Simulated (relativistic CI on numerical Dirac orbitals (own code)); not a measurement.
# d9 in a ligand field

Computed with a parametric ligand-field model of a d^n configuration (Racah B and C, spin-orbit zeta, crystal field), exact diagonalisation.

Field parameters in Wybourne normalisation: Oh B⁴₀ = 21Dq, B⁴₄ = √(5/14) B⁴₀. The field is a parameter set, without covalency.

(1) Ground term and bands for B = 780, C = 3970, ζ = 0 cm⁻¹, Oh, 10Dq = 780 cm⁻¹?

(2) Ground term and bands for B = 780, C = 3970, ζ = 0 cm⁻¹, Oh, 10Dq = 16380 cm⁻¹?

(3) Ground term and bands for B = 780, C = 3970, ζ = 0 cm⁻¹, Oh, 10Dq = 22620 cm⁻¹?

(4) Ground term and bands for B = 780, C = 3970, ζ = 0 cm⁻¹, Oh, 10Dq = 8580 cm⁻¹?

(5) Ground term and bands for B = 780, C = 3970, ζ = 0 cm⁻¹, Oh, 10Dq = 24180 cm⁻¹?

Results:

(1) Ground term 2E with 3.00 electrons in the two orbitals of the cubic e set. Spin-allowed: 2T2 780 cm⁻¹. Lowest spin-forbidden: none.

(2) Ground term 2E with 3.00 electrons in the two orbitals of the cubic e set. Spin-allowed: 2T2 16380 cm⁻¹ (611 nm). Lowest spin-forbidden: none.

(3) Ground term 2E with 3.00 electrons in the two orbitals of the cubic e set. Spin-allowed: 2T2 22620 cm⁻¹ (442 nm). Lowest spin-forbidden: none.

(4) Ground term 2E with 3.00 electrons in the two orbitals of the cubic e set. Spin-allowed: 2T2 8580 cm⁻¹ (1166 nm). Lowest spin-forbidden: none.

(5) Ground term 2E with 3.00 electrons in the two orbitals of the cubic e set. Spin-allowed: 2T2 24180 cm⁻¹ (414 nm). Lowest spin-forbidden: none.
